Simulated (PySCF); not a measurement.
Telling isomers of C5H4BrN apart by NMR

[PySCF 2.14.0 with density-fitted response routines: structure optimised with PBE0-D3(BJ)/def2-SVP; shielding tensors at PBE0/pcSseg-1 (GIAO); spin–spin couplings from B3LYP/pcJ-1 (pcSseg-1 on Br) (spin–dipole term left out of most H,H and C,H couplings); no relativistic terms; rapidly exchanging positions averaged; no solvent model; single conformer]

Chemical shifts δ = σref − σ; ¹H, ¹³C against TMS, all at this level. Multiplet labels drop J under 1 Hz and among equivalent protons, and merge close values. Unscaled 3J(H,H) run several per cent high. Shifts are as computed. Against solution values, carbons near 30 ppm lie about +2 ppm off and those near 130 ppm about +5 ppm; carbons on Br a further +13 ppm. Of 1211 compounds with measured shifts, 218 miss one by over three times the rms of a fit or turn the order of signals round; such compounds aren't used in these exercises. Spin–orbit coupling, which shields carbons bonded to Br, is absent.

(1) Tabulate the signals of `Brc1ccccn1`, `Brc1ccncc1` and their relative energies.

(2) What is the quickest way to tell Brc1ccccn1 from Brc1ccncc1?

## Answers

(1) 
```json
{"SMILES": "Brc1ccccn1", "carbon types": "1×C 4×CH", "δC": "164.8, 155.5, 142.9, 134.5, 126.9", "δH": "8.50 (dd, 1H), 7.59 (m, 1H), 7.45 (m, 1H), 7.09 (m, 1H)", "E rel. (kcal/mol)": "0.0"}
{"SMILES": "Brc1ccncc1", "carbon types": "1×C 4×CH", "δC": "156.2, 153.3, 132.8", "δH": "8.64 (d, 2H), 7.35 (d, 2H)", "E rel. (kcal/mol)": "1.3"}
```

Energies are electronic energies at PBE0/pcSseg-1 on these geometries, without zero-point or thermal terms, each for the one conformer computed, which needn't be the lowest.

(2) Count the carbon signals: 5 against 3. The first has an aromatic carbon bearing bromine (C) at 164.8 ppm, the second an aromatic carbon bearing bromine (C) at 153.3 ppm. Their most deshielded carbons lie at 164.8 and 156.2 ppm.
